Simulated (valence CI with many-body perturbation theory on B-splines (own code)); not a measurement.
Values are calculated unless marked as measured or tabulated.
# Cl IV in three bases

Method: configuration interaction combined with many-body perturbation theory (CI+MBPT): four valence electrons over a frozen Dirac-Fock core [Ne], radial functions for each j: 9 s, 9 p, 8 d, 6 f, 3 g, 1 h, with the one-electron correlation potential Σ1 (screened to all orders), the two-electron term Σ2, the three-electron term Σ3, Breit, model QED; selected single and double excitations, second order for the rest (own B-spline code, finite nucleus).

Set against measurement, 16 paired levels are off by 72 cm⁻¹ on average, the worst by 228. These come from a selection out of Moore, Atomic Energy Levels, vol. I, NSRDS-NBS 35 (1971 reprint of NBS Circular 467, 1949), an old analysis. Levels without a partner in it may be off by more. Among the levels kept, up to 300 cm⁻¹ of a level comes from second order outside the variational space, and about a tenth of that is noise between levels of different J, which matters for small intervals.

The reference run has the lowest level 3s2 3p2 3P_0 and an ionisation energy of 53.1748 eV. Its largest variational space holds 20000 state functions.

Names give the largest LS component (configuration and term), which can be under half, so a name can repeat, a term be missing and a line seem to break the LS rules; names also repeat where a configuration has a term twice.

Changed runs:
A. basis 6 s, 6 p, 5 d, 3 f, 1 g
B. basis 5 s, 5 p, 4 d, 2 f

Excitation energies of the reference run in cm⁻¹, and shifts in cm⁻¹:

| Level | Reference | A | B |
| --- | --- | --- | --- |
| 3s2 3p2 3P_1 | 493 | -0.6 | -1.5 |
| 3s2 3p2 3P_2 | 1346 | -1.2 | -1.6 |
| 3s2 3p2 1D_2 | 13877 | +92 | +371 |
| 3s2 3p2 1S_0 | 32763 | +136 | +472 |
| 3s 3p3 5S°_2 | 71832 | -152 | -448 |
| 3s 3p3 3D°_1 | 102664 | -5.4 | +52 |
| 3s 3p3 3D°_2 | 102702 | -6.2 | +52 |
| 3s 3p3 3D°_3 | 102785 | -5.7 | +52 |
| 3s 3p3 3P°_2 | 120279 | +53 | +256 |
| 3s 3p3 3P°_1 | 120293 | +54 | +258 |
| 3s 3p3 3P°_0 | 120295 | +55 | +260 |
| 3s2 3p 3d 1D°_2 | 129335 | +39 | +152 |
| Ionisation energy (eV) | 53.1748 | -0.0151 | -0.0402 |
